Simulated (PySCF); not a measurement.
Variants of one PySCF input: ZnO

Base input, run as `OMP_NUM_THREADS=1 python input.py` with PySCF 2.14:

```python
from pyscf import gto, dft
from pyscf.geomopt.geometric_solver import optimize

mol = gto.M(
    atom='Zn 0 0 0; O 0 0 1.665',
    basis='6-31g',
    charge=0,
    spin=0,
    verbose=4,
)
mf = dft.RKS(mol, xc='pbe0')
mf.kernel()
g = mf.nuc_grad_method()
g.grid_response = True
mol_eq = optimize(g.as_scanner(), maxsteps=30)
print('optimised geometry (angstrom)')
print(mol_eq.tostring('raw'))
print('orbital energies (hartree):', mf.mo_energy[..., max(0, mol.nelec[1]-3):mol.nelec[0]+3].round(4))
```

Base result: E(SCF) = -1853.824358 Eh, 13 cycles, all at the start geometry; optimised bond 1.693 Å with E = -1853.824796 Eh after 4 steps. The last line lists the levels of the start geometry. Stability towards an unrestricted solution was not tested.

It ran on AMD EPYC 9R45 96-Core (1 thread, shared host) in 5.1 s, peak memory 0.24 GiB.

Each row names what differs from the base; energies in brackets are changes from the base.

| change | result | wall time (s) |
| --- | --- | --- |
| point-group symmetry: off → on | E(SCF) = -1853.824358 Eh (+0.0000 eV), 13 cycles, all at the start geometry; optimised bond 1.693 Å with E = -1853.824796 Eh after 4 steps | 5.1 |
| functional: pbe0 → pbesol | E(SCF) = -1852.184842 Eh, 14 cycles, all at the start geometry; optimised bond 1.675 Å with E = -1852.184902 Eh after 4 steps | 5.2 |
| basis set: 6-31g → jorge-dzp | E(SCF) = -1854.053455 Eh (-6.2340 eV), 13 cycles, all at the start geometry; optimised bond 1.700 Å with E = -1854.054114 Eh after 4 steps | 6.4 |
| PCM solvent, dielectric constant: none → 32.6; step after the SCF: optimize → analyze | E(SCF) = -1853.886577 Eh (-1.6931 eV), 11 cycles, μz(SCF) = -9.26 D | 1.9 |
| electric field along z (a.u.): none → 0.005; step after the SCF: optimize → analyze | E(SCF) = -1853.814087 Eh (+0.2795 eV), 13 cycles, μz(SCF) = -4.94 D | 0.95 |
| functional: pbe0 → slater, [unsound on purpose] | E(SCF) = -1847.502925 Eh, 13 cycles, all at the start geometry; optimised bond 1.671 Å with E = -1847.502949 Eh after 3 steps | 3.3 |
| cycle limit: 50 → 3 [unsound on purpose] | the SCF does not converge, then it stops with RuntimeError (Nuclear gradients of <pyscf.scf.hf.RKS_Scanner object> not converged) after the SCF | 1.6 |
| geometry: bond 1.665 → bond 0.5 [unsound on purpose] | E(SCF) = -1834.404889 Eh, 8 cycles, all at the start geometry; optimised bond 1.693 Å with E = -1853.824796 Eh after 14 steps | 17 |
| functional: pbe0 → 0.5*hf+0.5*b88,lyp | E(SCF) = -1854.069352 Eh, 12 cycles, all at the start geometry; optimised bond 1.712 Å with E = -1854.070482 Eh after 5 steps | 6.1 |
| basis set: 6-31g → lanl2dz; core potential: off → on | E(SCF) = -140.458355 Eh, all at the start geometry; optimised bond 1.752 Å with E = -140.462360 Eh after 5 steps | 3.3 |
| integration grid: default → (20, 50) [unsound on purpose] | E(SCF) = -1853.826569 Eh (-0.0602 eV), 13 cycles, all at the start geometry; optimised bond 1.705 Å with E = -1853.827431 Eh after 4 steps | 3.6 |
| functional: pbe0 → m062x | E(SCF) = -1854.094697 Eh, 13 cycles, all at the start geometry; optimised bond 1.721 Å with E = -1854.096364 Eh after 5 steps | 7.2 |
| Cartesian functions: off → on | E(SCF) = -1853.829225 Eh (-0.1324 eV), 12 cycles, all at the start geometry; optimised bond 1.687 Å with E = -1853.829493 Eh after 4 steps | 5.1 |
| DIIS space: default → off [unsound on purpose] | the SCF does not converge, then it stops with RuntimeError (Nuclear gradients of <pyscf.scf.hf.RKS_Scanner object> not converged) after the SCF | 4.5 |
| functional: pbe0 → hcth407 | the SCF does not converge, then it stops with RuntimeError (Nuclear gradients of <pyscf.scf.hf.RKS_Scanner object> not converged) after the SCF | 5.2 |
| step after the SCF: optimize → stability | E(SCF) = -1853.824358 Eh (+0.0000 eV), 13 cycles, μz(SCF) = -5.50 D, internal stable; real -> complex stable; RHF/RKS -> UHF/UKS unstable | 2.1 |
| spin (2S): 0 → 2; SCF type: RKS → UKS [a high spin state] | E(SCF) = -1853.818137 Eh (+0.1693 eV), 10 cycles, ⟨S²⟩ = 2.005, all at the start geometry; optimised bond 1.856 Å with E = -1853.831945 Eh after 6 steps | 8.8 |
| geometry: bond 1.665 → bond 1.865 | E(SCF) = -1853.813538 Eh (+0.2944 eV), 13 cycles, all at the start geometry; optimised bond 1.693 Å with E = -1853.824796 Eh after 6 steps | 7.3 |
| integration grid: default → 1 | E(SCF) = -1853.824340 Eh (+0.0005 eV), 13 cycles, all at the start geometry; optimised bond 1.693 Å with E = -1853.824784 Eh after 4 steps | 4 |
| functional: pbe0 → blyp | the SCF does not converge, then it stops with RuntimeError (Nuclear gradients of <pyscf.scf.hf.RKS_Scanner object> not converged) after the SCF | 5.1 |
| functional: pbe0 → tpss | E(SCF) = -1854.176879 Eh, 13 cycles, all at the start geometry; optimised bond 1.690 Å with E = -1854.177235 Eh after 4 steps | 6.4 |
| functional: pbe0 → r2scan | E(SCF) = -1854.099493 Eh, 12 cycles, all at the start geometry; optimised bond 1.682 Å with E = -1854.099668 Eh after 4 steps | 6 |
| functional: pbe0 → hse06 | E(SCF) = -1853.832546 Eh, 13 cycles, all at the start geometry; optimised bond 1.693 Å with E = -1853.832988 Eh after 4 steps | 14 |
| functional: pbe0 → bhandhlyp | E(SCF) = -1854.069352 Eh, 12 cycles, all at the start geometry; optimised bond 1.712 Å with E = -1854.070482 Eh after 5 steps | 6.2 |

**Question.** Order these changes by how far they move the SCF energy from the base, largest first: (1) Cartesian functions: off → on; (2) PCM solvent, dielectric constant: none → 32.6; step after the SCF: optimize → analyze; (3) electric field along z (a.u.): none → 0.005; step after the SCF: optimize → analyze; (4) geometry: bond 1.665 → bond 1.865.

**Answer.** (2) -1.6931 eV, (4) +0.2944 eV, (3) +0.2795 eV, (1) -0.1324 eV.
